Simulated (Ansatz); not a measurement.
Al(Me)(F)2 (CH3AlF2), SMILES [CH3][Al]([F])[F]. Atoms are numbered in the order given.

```xyz
7

Al     0.0358     0.0348    -0.0011
C     -1.4885    -1.1504    -0.0474
H     -1.2644    -2.0437    -0.6540
H     -2.3802    -0.6614    -0.4683
H     -1.7336    -1.5052     0.9676
F     -0.0266     1.5982    -0.5586
F      1.5038    -0.4529     0.6041
```

Geometry: B3LYP-D3(BJ)/def2-SVP. The isomer is the one that the SMILES or the coordinates give; other isomers of the formula were not compared.

Two levels are set side by side: PBE-D3(BJ)/def2-SVP (Ansatz, an electronic-structure program) and B3LYP-D3(BJ)/def2-SVP (Ansatz). Each level has its own optimised geometry; the coordinates shown are those of the second. Differences are taken from unrounded values.

```tsv
quantity	B3LYP-D3(BJ)
mean bond length (Å)	1.427
bond Al1–C2 (Å)	1.931
bond Al1–F6 (Å)	1.661
bond Al1–F7 (Å)	1.661
bond C2–H3 (Å)	1.103
bond C2–H4 (Å)	1.101
bond C2–H5 (Å)	1.103
```

Problem. What does PBE-D3(BJ) give, and how far is it from B3LYP-D3(BJ)? (Estimate from the structure and the level; the computed values follow.)

Solution. 
| quantity | PBE-D3(BJ) | PBE-D3(BJ) minus B3LYP-D3(BJ) |
|---|---|---|
| mean bond length (Å) | 1.435 | 0.009 |
| bond Al1–C2 (Å) | 1.938 | 0.006 |
| bond Al1–F6 (Å) | 1.673 | 0.012 |
| bond Al1–F7 (Å) | 1.674 | 0.012 |
| bond C2–H3 (Å) | 1.110 | 0.007 |
| bond C2–H4 (Å) | 1.108 | 0.007 |
| bond C2–H5 (Å) | 1.110 | 0.007 |

Exact exchange shortens and stiffens bonds; PBE has none. Differences between two approximate levels are no errors against the true value.
